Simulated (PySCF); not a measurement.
Species: C6H7ClN2O.
Structure used (GFN2-xTB), in Å, numbered top down from 1:
```xyz
17
C6H7ClN2O angstrom
C     -2.642    0.830   -0.107
C     -2.032   -0.540    0.046
O     -2.699   -1.551    0.061
C     -0.574   -0.594    0.180
C      0.185   -1.779    0.333
N      1.467   -1.520    0.428
N      1.596   -0.196    0.343
C      2.887    0.425    0.413
C      0.399    0.404    0.193
Cl     0.311    2.100    0.060
H     -2.398    1.445    0.756
H     -2.248    1.316   -0.997
H     -3.721    0.736   -0.193
H     -0.187   -2.782    0.373
H      3.093    0.981   -0.503
H      2.938    1.106    1.264
H      3.620   -0.369    0.533
```

Mulliken charges (e) from the PBE0/pcSseg-1 density (PySCF), one withheld:

```json
{"atom": "C1", "bonded to": "C2 H11 H12 H13", "charge": "-0.2589"}
{"atom": "C2", "bonded to": "C1 O3 C4", "charge": "+0.2743"}
{"atom": "O3", "bonded to": "C2", "charge": "-0.3661"}
{"atom": "C4", "bonded to": "C2 C5 C9", "charge": "-0.4779"}
{"atom": "C5", "bonded to": "C4 N6 H14", "charge": "+0.2800"}
{"atom": "N6", "bonded to": "C5 N7", "charge": "-0.2087"}
{"atom": "N7", "bonded to": "N6 C8 C9", "charge": "-0.5083"}
{"atom": "C8", "bonded to": "N7 H15 H16 H17", "charge": "?"}
{"atom": "C9", "bonded to": "N7 Cl10 C4", "charge": "+0.4144"}
{"atom": "Cl10", "bonded to": "C9", "charge": "-0.0666"}
{"atom": "H11", "bonded to": "C1", "charge": "+0.1437"}
{"atom": "H12", "bonded to": "C1", "charge": "+0.1438"}
{"atom": "H13", "bonded to": "C1", "charge": "+0.1397"}
{"atom": "H14", "bonded to": "C5", "charge": "+0.0978"}
{"atom": "H15", "bonded to": "C8", "charge": "+0.1358"}
{"atom": "H16", "bonded to": "C8", "charge": "+0.1358"}
{"atom": "H17", "bonded to": "C8", "charge": "+0.1460"}
```

Problem. What is the charge on C8?

Solution. The charges add up to the total charge, 0. The others sum to +0.0248, which leaves -0.0248 e for C8 (N-methyl carbon); the computed value is -0.0251, the difference coming from rounding.

Problem. Add each hydrogen's charge to the atom that carries it.

Solution. C1 +0.1683, C5 +0.3778, C8 +0.3925. Atoms without hydrogen keep their charges.

Problem. Across which bond do the charges differ most?

Solution. C9–N7: +0.4144 on C9 against -0.5083 on N7, a difference of 0.9227 e. The lower charge is on the more electronegative element of the two (Pauling values: N 3.04, C 2.55).

Problem. Take the bonds between elements whose Pauling electronegativities differ by more than 0.25. In how many does the more electronegative atom carry the lower charge?

Solution. In 11 of 12; it doesn't in C5–H14.

Problem. How much positive and how much negative charge does this set hold in all?

Solution. +1.9113 e on 10 atoms and -1.9116 e on 7.

The Mulliken scheme counts on each atom the diagonal of the density matrix times the overlap matrix over that atom's basis functions. Geometry: GFN2-xTB, one conformer, isolated molecule.

The run behind these numbers computed NMR shieldings as well. Hardware: one thread of an Arm Neoverse V1, shared host. Cost: 48 s of wall time.
